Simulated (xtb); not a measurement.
GeI₂, triplet, at a GFN2-xTB geometry (the spin is typed, not shown lowest); xtb 6.7.1 with GFN1-xTB with GBSA(methanol).

The xtb input:
```
$ xtb mol.xyz --gfn 1 --uhf 2 --gbsa methanol --json

# file mol.xyz
3

Ge     0.00237481    -0.01051805     1.11980350
I      1.09910959    -1.87847454    -0.35806022
I     -1.10054344     1.88482506    -0.31804755
```

What the program printed (banner, timings and long lists left out):

```
   ID    Z sym.   atoms
    1   32 Ge     1
    2   53 I      2, 3

           -------------------------------------------------
          |                Calculation Setup                |
           -------------------------------------------------

           -------------------------------------------------
          |                 G F N 1 - x T B                 |
           -------------------------------------------------

      * Solvation model:               GBSA
        Solvent                        methanol
        Parameter file                 internal GFN1-xTB/GBSA
        Dielectric constant                3.3600E+01
        Reference state                gsolv [1 M gas/solution]
        Free energy shift                  2.3782E-03 Eh       1.4924E+00 kcal/mol
        Temperature                        2.9815E+02 K
        Density                            7.9200E-01 kg/L
        Solvent mass                       3.2040E+01 g/mol
        Interaction kernel             Still
        Born radius scaling (c1)           1.6509E+00
        Born radii integrator          GBOBC
        Born offset                        7.8003E-02 a0       1.4740E-01 AA
        H-bond correction              true
        Ion screening                  false
        Surface tension                    1.0000E-05 Eh       1.5569E+01 dyn/cm
        Grid points                               230 per atom

          ...................................................
          :                      SETUP                      :
          :.................................................:
          :  # basis functions                  30          :
          :  # atomic orbitals                  27          :
          :  # shells                            9          :
          :  # electrons                        18          :
          :  # halogen bonds                     0          :
          :  max. iterations                   250          :
          :  Hamiltonian                  GFN1-xTB          :
          :  restarted?                      false          :
          :  GBSA solvation                   true          :
          :  PC potential                    false          :
          :  electronic temp.          300.0000000     K    :
          :  accuracy                    1.0000000          :
          :  -> integral cutoff          0.2500000E+02      :
          :  -> integral neglect         0.1000000E-07      :
          :  -> SCF convergence          0.1000000E-05 Eh   :
          :  -> wf. convergence          0.2000000E-04 e    :
          :  Broyden damping             0.4000000          :
          :  net charge                          0          :
          :  unpaired electrons                  2          :
          ...................................................

 iter      E             dE          RMSdq      gap      omega  full diag
   1     -9.1811273 -0.918113E+01  0.115E+01    2.39       0.0  T
   2     -8.6519787  0.529149E+00  0.103E+01    1.68       1.0  T
   3     -9.5897066 -0.937728E+00  0.161E+00    1.87       1.0  T
   4     -9.5968346 -0.712800E-02  0.611E-01    1.93       1.0  T
   5     -9.5968835 -0.489805E-04  0.219E-01    1.97       1.0  T
   6     -9.5969659 -0.823269E-04  0.973E-02    1.96       1.0  T
   7     -9.5970047 -0.388504E-04  0.165E-02    1.96       3.5  T
   8     -9.5970062 -0.148231E-05  0.527E-04    1.96     109.6  T
   9     -9.5970062  0.157178E-07  0.188E-03    1.96      30.7  T
  10     -9.5970062 -0.170183E-07  0.577E-05    1.96     999.8  T
  11     -9.5970062 -0.159304E-10  0.164E-05    1.96    3511.5  T

   *** convergence criteria satisfied after 11 iterations ***

 transition dipole moment (au) for excitation:           9          10
     X       Y       Z
   0.4065   0.2376   0.0014  total (au/Debye):    0.471   1.197
 dE (eV)             :    2.386
 oscillator strength :  0.18329E-01

         :::::::::::::::::::::::::::::::::::::::::::::::::::::
         ::                     SUMMARY                     ::
         :::::::::::::::::::::::::::::::::::::::::::::::::::::
         :: total energy              -9.590158945526 Eh    ::
         :: total w/o Gsasa/hb        -9.578267822553 Eh    ::
         :: gradient norm              0.047314331677 Eh/a0 ::
         :: HOMO-LUMO gap              1.956107797276 eV    ::
         ::.................................................::
         :: SCC energy                -9.597006201968 Eh    ::
         :: -> electrostatic           0.000668616653 Eh    ::
         :: -> Gsolv                  -0.011891160726 Eh    ::
         ::    -> Gelec               -0.000000037753 Eh    ::
         ::    -> Gsasa               -0.014269338287 Eh    ::
         ::    -> Ghb                 -0.000000011471 Eh    ::
         ::    -> Gshift               0.002378226786 Eh    ::
         :: repulsion energy           0.008319550085 Eh    ::
         :: dispersion energy         -0.001472293642 Eh    ::
         :: halogen bond corr.         0.000000000000 Eh    ::
         :: add. restraining           0.000000000000 Eh    ::
         :: total charge               0.000000000000 e     ::
         :::::::::::::::::::::::::::::::::::::::::::::::::::::

           -------------------------------------------------
          |                Property Printout                |
           -------------------------------------------------

    * Orbital Energies and Occupations

         #    Occupation            Energy/Eh            Energy/eV
      -------------------------------------------------------------
         1        2.0000           -0.8749420             -23.8084
         2        2.0000           -0.8741845             -23.7878
         3        2.0000           -0.5251442             -14.2899
         4        2.0000           -0.4506697             -12.2633
         5        2.0000           -0.4354252             -11.8485
         6        2.0000           -0.4296432             -11.6912
         7        2.0000           -0.4265933             -11.6082
         8        2.0000           -0.4154650             -11.3054
         9        1.0000           -0.3733518             -10.1594
        10        1.0000           -0.2856538              -7.7730 (HOMO)
        11                         -0.2137682              -5.8169 (LUMO)
        12                         -0.1822318              -4.9588
        13                         -0.0991236              -2.6973
        14                         -0.0990138              -2.6943
        15                         -0.0825763              -2.2470
        16                         -0.0686149              -1.8671
        17                         -0.0616836              -1.6785
        18                         -0.0559126              -1.5215
        19                         -0.0526884              -1.4337
        20                         -0.0398326              -1.0839
        21                         -0.0083502              -0.2272
       ...                                ...                  ...
        27                          0.2641988               7.1892
      -------------------------------------------------------------
                  HL-Gap            0.0718856 Eh            1.9561 eV
             Fermi-level           -0.3220597 Eh           -8.7637 eV

  Mulliken/CM5 charges         n(s)   n(p)   n(d)
     1Ge    0.05622 -0.00156   1.561  1.919  0.464
     2I    -0.02811  0.00078   2.039  4.951  0.038
     3I    -0.02811  0.00078   2.039  4.951  0.038

Wiberg/Mayer (AO) data.
largest (>0.10) Wiberg bond orders for each atom

 ---------------------------------------------------------------------------
     #   Z sym  total        # sym  WBO       # sym  WBO       # sym  WBO
 ---------------------------------------------------------------------------
     1  32 Ge   2.787 --     3 I    1.394     2 I    1.394
     2  53 I    1.506 --     1 Ge   1.394     3 I    0.112
     3  53 I    1.506 --     1 Ge   1.394     2 I    0.112
 ---------------------------------------------------------------------------

Topologies differ in total number of bonds
Writing topology from bond orders to xtbtopo.mol

 dipole moment from electron density (au)
     X       Y       Z
   0.0012  -0.0052   0.5500  total (Debye):    1.398

           -------------------------------------------------
          | TOTAL ENERGY               -9.590158945526 Eh   |
          | GRADIENT NORM               0.047314331677 Eh/α |
          | HOMO-LUMO GAP               1.956107797276 eV   |
           -------------------------------------------------

normal termination of xtb
```
